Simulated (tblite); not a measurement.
A tight-binding relaxation on `[H]/N=C(\C[SiH3])CC#C[SiH3]`.

Computed with GFN2-xTB geometry optimisation, gas phase (tblite 0.8.0). Start geometry: from a force field or distance geometry. A driver script takes a list of jobs; this job's settings line and coordinates (Å) are shown.

Command:
```bash
OMP_NUM_THREADS=1 python probes_run.py task.json out
```

Input:
```
{"job": {"kind": "relax", "xc": "GFN2-xTB", "basis": "xTB"}, "charge": 0, "multiplicity": 1}
N     -1.396400    -2.288000     0.100200
C     -0.960900    -1.115100    -0.258400
C     -1.583200     0.146700     0.281200
Si    -2.765900     0.985400    -0.907300
C      0.213500    -1.030300    -1.207600
C      1.389100    -0.423700    -0.582600
C      2.362600     0.074000    -0.069800
Si     3.880500     0.827900     0.741500
H     -2.184800    -2.209300     0.758000
H     -2.125900    -0.084700     1.213100
H     -0.797700     0.847900     0.547200
H     -3.282100     2.234200    -0.301100
H     -3.926400     0.096400    -1.183300
H     -2.066700     1.305600    -2.172300
H     -0.094600    -0.432900    -2.084400
H      0.457500    -2.033900    -1.559900
H      4.586800     1.707200    -0.220800
H      3.475900     1.635200     1.912100
H      4.809200    -0.233400     1.197700
```

Output:
```
step      E/eV     max force
  0    -615.03152    2.409
  1    -615.08657    2.285
  2    -615.12787    0.565
  3    -615.13397    0.913
  4    -615.15014    0.326
  5    -615.16545    0.287
  6    -615.17333    0.265
  7    -615.18171    0.196
  8    -615.18800    0.201
  9    -615.19410    0.179
... (52 lines left out)
 62    -615.22042    0.021
 63    -615.22048    0.035
 64    -615.22055    0.035
 65    -615.22061    0.020
 66    -615.22064    0.013
 67    -615.22065    0.012
 68    -615.22068    0.019
 69    -615.22071    0.021
 70    -615.22074    0.015
 71    -615.22075    0.009
```

«max force» is the largest atomic force in eV/Å.

From which step on does the largest force stay under 0.1 eV/Å, and how much energy is left to gain from there?

From step 22 (0.088 eV/Å), 7.4 meV above the end.

Summary of the converged run: energy lowered by 4.4 kcal/mol over 71 steps; largest atomic force 0.009 eV/Å at the end.

The run took 0.49 s wall on one thread, Arm Neoverse V2 (aarch64) (shared host).
Labels such as C1 count atoms from 1, the log's own numbers from 0.
